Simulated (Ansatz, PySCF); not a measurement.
Spin states of O2Re (SMILES [O]=[Re]=[O]), each relaxed with B3LYP-D3(BJ)/def2-TZVP.
State 1 (charge 0, multiplicity 4):
```xyz
3

Re     0.264    -0.213     0.265
O      1.054     0.320    -1.161
O     -1.351    -0.060     0.825
```
State 2 (charge 0, multiplicity 2):
```xyz
3

Re     0.34828    -0.28368     0.35445
O      0.90275     0.33809    -1.11544
O     -1.28421    -0.00704     0.69067
```

Singlets are restricted, other states unrestricted; no spin–orbit coupling, no relativity up to Kr; see below for the cores. The largest T1 diagnostic is 0.076.

Programs: Ansatz (a first-principles code) with Gaussian orbitals; PySCF for the dispersion terms. Each number belongs to the level named beside it. In def2 rows elements past Kr take small-core potentials, without spin–orbit coupling.

One of these levels gives 6.51 kcal/mol for the energy of the multiplicity-2 state less that of the multiplicity-4 state. Which?
A) r2SCAN/def2-TZVPP
B) SVWN5/def2-TZVPP
C) B3LYP/def2-TZVPP
D) PBE-D3(BJ)/def2-TZVPP

A, r2SCAN/def2-TZVPP. The others give -1.93 (SVWN5/def2-TZVPP), 2.28 (PBE-D3(BJ)/def2-TZVPP), 3.19 (B3LYP/def2-TZVPP)

Doubts at one or more of the structures used: a spin-contaminated determinant (PBE-D3(BJ)/def2-TZVPP, r2SCAN/def2-TZVPP, B3LYP/def2-TZVPP).
